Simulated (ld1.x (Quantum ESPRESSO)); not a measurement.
# Ge RRKJ: all-electron and pseudo phase curves

* Element: Ge
* Generator: ld1.x (Quantum ESPRESSO) 7.5
* Type: norm-conserving RRKJ (Kleinman–Bylander form)
* Functional: PBE
* Relativity: fully relativistic
* Frozen core: [Ar]
* Valence charge: 14
* Reference configuration: 3d10 4s2 4p1.5 (charge +0.5)
* Partial waves: 4s (bound): rc 1.85 bohr; 4p (bound): rc 2.10 bohr; 3d (bound): rc 0.80 bohr
* Local potential: all-electron potential smoothed inside 1.54 bohr (lloc = -1)
* Core correction: a·sin(br)/r model core, default radius (core density twice the valence density)
* rho0: 0.01

Open shells are filled in proportion to 2j + 1 (rel_dist='average').

The phase is arctan(r·u′/u) with u = r·R(r), unwrapped; energies in Ry, scanned from -4 to 5 Ry. A pole is an energy at which the radial function vanishes at the test radius. The pseudo phase is shifted by a multiple of π to meet the all-electron one at the reference energy, and phase errors are pseudo minus all-electron; the curves can meet again beyond the range given. Levels narrower than the energy grid can be missing from the lists of poles.

| channel | radius (bohr) | reference energy (Ry) | poles, all-electron | poles, pseudo | unbroken range about the reference energy with phases within 0.05 rad | phase error 1 Ry above the reference energy (rad) |
| --- | --- | --- | --- | --- | --- | --- |
| s | 2.29 | -1.15 | 0.48 | 0.37, 2.17 | below 1.0 | -0.007 |
| p1/2 | 2.29 | -0.55 | 1.74 | 1.65 | below 3.3 | -0.004 |
| p3/2 | 2.29 | -0.54 | 1.83 | 1.73 | below 3.3 | -0.004 |
| d3/2 | 2.29 | -2.49 | -2.45, 4.11 | -2.45, 4.49 | below 0.5 | +0.002 |
| d5/2 | 2.29 | -2.45 | -2.40, 4.13 | -2.40, 4.51 | below 0.6 | +0.002 |

Phases in the d5/2 channel:

```json
{"E (Ry)": "-4.00", "all-electron": "1.342", "pseudo": "1.343"}
{"E (Ry)": "-3.52", "all-electron": "1.322", "pseudo": "1.323"}
{"E (Ry)": "-3.04", "all-electron": "1.287", "pseudo": "1.288"}
{"E (Ry)": "-2.56", "all-electron": "1.018", "pseudo": "1.019"}
{"E (Ry)": "-2.08", "all-electron": "-1.801", "pseudo": "-1.801"}
{"E (Ry)": "-1.60", "all-electron": "-1.864", "pseudo": "-1.863"}
{"E (Ry)": "-1.12", "all-electron": "-1.918", "pseudo": "-1.915"}
{"E (Ry)": "-0.64", "all-electron": "-1.988", "pseudo": "-1.983"}
{"E (Ry)": "-0.16", "all-electron": "-2.098", "pseudo": "-2.086"}
{"E (Ry)": "0.32", "all-electron": "-2.299", "pseudo": "-2.270"}
{"E (Ry)": "0.80", "all-electron": "-2.739", "pseudo": "-2.655"}
{"E (Ry)": "1.28", "all-electron": "-3.539", "pseudo": "-3.393"}
{"E (Ry)": "1.76", "all-electron": "-4.127", "pseudo": "-4.032"}
{"E (Ry)": "2.24", "all-electron": "-4.392", "pseudo": "-4.335"}
{"E (Ry)": "2.72", "all-electron": "-4.528", "pseudo": "-4.488"}
{"E (Ry)": "3.20", "all-electron": "-4.611", "pseudo": "-4.578"}
{"E (Ry)": "3.68", "all-electron": "-4.669", "pseudo": "-4.639"}
{"E (Ry)": "4.16", "all-electron": "-4.715", "pseudo": "-4.685"}
{"E (Ry)": "4.64", "all-electron": "-4.754", "pseudo": "-4.722"}
```
